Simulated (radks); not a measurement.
Values are calculated unless marked as measured or tabulated.
Neutral argon inside a hard spherical wall (all orbitals vanish at R), configuration held at [Ar] and not refilled when levels cross. Level of theory: scalar-relativistic Kohn-Sham, PBE, spin-polarised, spherical densities, point nucleus (a radial shooting solver on a logarithmic mesh with Libxc functionals). Eigenvalues in eV for spin up, with the zero of energy where the potential of the charges vanishes at infinity; a dash marks a level that is unbound or too diffuse for the functional's potential to be trusted. A positive occupied level is held by the wall or, in an anion where self-interaction has pushed it up, behind a barrier. The pressure on the wall is -dE/dV.

| R (bohr) | E (hartree) | kinetic (hartree) | e(2s) | e(2p) | e(3s) | e(3p) | e(4s, empty) | e(4p, empty) | pressure (GPa) |
|---|---|---|---|---|---|---|---|---|---|
| free | -529.22987 | 531.989 | -296.99 | -229.89 | -24.287 | -10.270 | - | - | 0 |
| 10 | -529.22987 | 531.989 | -296.99 | -229.89 | -24.287 | -10.270 | 0.103 | 1.761 | 0.000120 |
| 8 | -529.22978 | 531.990 | -296.98 | -229.88 | -24.279 | -10.262 | 0.792 | 3.064 | 0.00624 |
| 7 | -529.22931 | 531.995 | -296.95 | -229.84 | -24.251 | -10.235 | 1.620 | 4.431 | 0.0467 |
| 5 | -529.21138 | 532.132 | -296.19 | -229.08 | -23.699 | -9.667 | 7.010 | 12.032 | 3.06 |
| 3.5 | -528.94515 | 533.591 | -290.75 | -223.57 | -19.983 | -5.556 | 26.885 | 35.613 | 104 |
| 2.5 | -527.12506 | 540.978 | -272.28 | -204.75 | -6.261 | 10.044 | 85.288 | 97.085 | 1670 |
| 2 | -522.91368 | 554.647 | -247.80 | -179.57 | 17.131 | 35.802 | 172.21 | 183.17 | 8490 |
